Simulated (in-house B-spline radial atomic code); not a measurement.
Settings and results of a run for Fe (an excited or competing configuration). Computed with a radial B-spline atomic code at the basis-set limit: non-relativistic r2SCAN0, spin-polarised, spherical fractional occupations, point nucleus.

Command:
```bash
python run_scf.py task.json out
```
Settings:
```
Z                26
configuration    [Ar] 3d5 4s2 4d1
hamiltonian      nr
method           r2scan0
spin_polarised   True
```

Output (hartree, bohr):
```
 radial grid: 69 intervals, B-splines of order 8, outer radius 85 bohr

 iter        energy (Eh)    residual
    1       -1263.273840    4.86e-02
    2       -1263.281133    2.78e-03
    3       -1263.281223    1.51e-03
    4       -1263.281238    8.78e-04
    5       -1263.281246    1.68e-04
    6       -1263.281246    2.56e-05
    7       -1263.281246    3.83e-06
    8       -1263.281246    9.37e-07
    9       -1263.281246    4.07e-07
   10       -1263.281246    1.48e-07

 total energy                     -1263.28125
 kinetic                            1262.3313
 electron-nucleus                  -2995.8206
 Hartree                             525.4144
 exact exchange                      -13.5175
 exchange-correlation                -41.6889

 orbital      occ     eigenvalue          <r>       <r^2>       <1/r>       <r^4>       r_max
 1s up      1.000      -257.5215    0.0591478  0.00469197     25.5138 5.63006e-05     0.03897
 1s down    1.000      -257.5221    0.0591476  0.00469189     25.5137 5.62935e-05     0.03897
 2s up      1.000       -30.9736     0.269635   0.0858003     5.47757    0.012853      0.2249
 2s down    1.000       -30.8379     0.268822   0.0852312     5.49389   0.0126473      0.2247
 2p up      3.000       -26.7101     0.236953   0.0689476     5.41081  0.00967068      0.1813
 2p down    3.000       -26.5993     0.235998   0.0683132     5.42688  0.00944758      0.1809
 3s up      1.000        -4.2413     0.810809    0.756856      1.7375    0.918797       0.705
 3s down    1.000        -3.9260     0.816126    0.767225     1.72073     0.94957      0.7067
 3p up      3.000        -2.9610     0.848302    0.844803     1.61437     1.23106      0.7133
 3p down    3.000        -2.6229     0.858205    0.866538      1.5925      1.3151      0.7164
 3d up      5.000        -0.8838     0.994846     1.25559     1.30771     3.71586      0.6961
 4s up      1.000        -0.4451       2.5769     7.58979    0.505644      92.356       2.193
 4s down    1.000        -0.4028      2.74583      8.5829    0.465248     116.594       2.328
 4d up      1.000        -0.0217      10.1025      120.18    0.123566     25088.1        8.51
```

Cost of the run: 0.44 s on 1 thread of Arm Neoverse V2 (shared host).

Caution: exact exchange at fractional occupations of open shells leaves self-interaction of up to several eV.
